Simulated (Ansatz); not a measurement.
`[SiH3][SiH2]Br` + `F[SiH3]` → `F[SiH2][SiH3]` + `[SiH3]Br` at 298.15 K and 1 bar (formal exchange of groups at the Si–Si bond).

Program: Ansatz. Geometries: PBE0-D4/def2-TZVP. ΔE: electronic, gas phase. CBS: MP2 limit from def2 TZ/QZ plus the TZ coupled-cluster correction, frozen cores. This one scheme is used for every species. For Br outer-core shells are correlated without core-valence functions, which leaves a few kJ/mol of doubt a bond. Scalar relativity is left out up to krypton.

```csv
species,CCSD(T)/CBS energy (Eh),H − E (kJ/mol),S (J/(mol·K))
`[SiH3][SiH2]Br`,-3154.51510,130.6,334.9
`F[SiH3]`,-390.72345,82.7,238.5
`F[SiH2][SiH3]`,-681.00067,133.6,311.5
`[SiH3]Br`,-2864.23411,79.2,262.6
```

H − E and S are ideal-gas, rigid-rotor, harmonic terms from PBE0-D4/def2-TZVP. 1 Eh = 2625.50 kJ/mol, R = 8.31446 J/(mol·K).

Task: By hand: ΔE, ΔH, ΔS and ΔG.

Result: ΔE = (-681.00067) + (-2864.23411) − (-3154.51510) − (-390.72345) = 0.00377 Eh = 9.9 kJ/mol. Δ(H − E) = 133.6 + 79.2 − 130.6 − 82.7 = -0.5, so ΔH = 9.4 kJ/mol. ΔS = 311.5 + 262.6 − 334.9 − 238.5 = 0.7 J/(mol·K). ΔG = 9.4 − 298.15 × (0.7)/1000 = 9.2 kJ/mol.

Task: By hand: the equilibrium constant, and the temperature at which ΔG would vanish if ΔH and ΔS stayed fixed.

Result: log₁₀ K = −ΔG/(RT ln 10) = -1.6. ΔG = 0 at ΔH/ΔS = 13429 K, far beyond where these terms or the molecules hold.

The number of gas molecules stays the same, so ΔS is small and ΔH decides. A doubt of 5 kJ/mol in ΔE shifts log₁₀ K by 0.9 here. These are equilibria of isolated gas molecules and say nothing of rates. Largest T1 diagnostic: 0.012 (customary marks: 0.02 for closed shells, 0.045 for open ones).
